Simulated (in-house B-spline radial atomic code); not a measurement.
## P IV (P3+): [He] 2s1 2p6 3s2 (4p3/2)1 (an excited or competing configuration)

Level of theory: Dirac-Hartree-Fock, average of the jj configuration, Fermi nucleus of rms radius 3.1889 fm; calculated with a radial B-spline atomic code at the basis-set limit.

Z_r = [3n² - l(l+1)]/(2<r>); Z_e = n√(-2ε); the last column is Slater's effective charge. Values are occupation-weighted means over j.

| shell | electrons | ε (eV) | <r> (bohr) | Z_r | Z_e | Slater |
| --- | --- | --- | --- | --- | --- | --- |
| 1s | 2 | -2262.3 | 0.1034 | 14.50 | 12.89 | 14.70 |
| 2s | 1 | -276.56 | 0.5078 | 11.82 | 9.02 | 11.20 |
| 2p | 6 | -214.05 | 0.4657 | 10.74 | 7.93 | 11.20 |
| 3s | 2 | -60.296 | 1.549 | 8.72 | 6.32 | 6.70 |
| 4p | 1 | -20.045 | 3.909 | 5.88 | 4.86 | 4.30 |

The least bound orbital is 4p3/2 at -20.05 eV, and it is also the most diffuse (<r> = 3.909 bohr). The part-filled 2s shell lies below the filled 3s shell in orbital energy.

For the 1s electron the small component carries 0.284 % of the norm, the zero-frequency Breit interaction raises the level by 1.392 eV, self-energy by 0.6105 eV, and vacuum polarisation lowers it by 0.03915 eV.
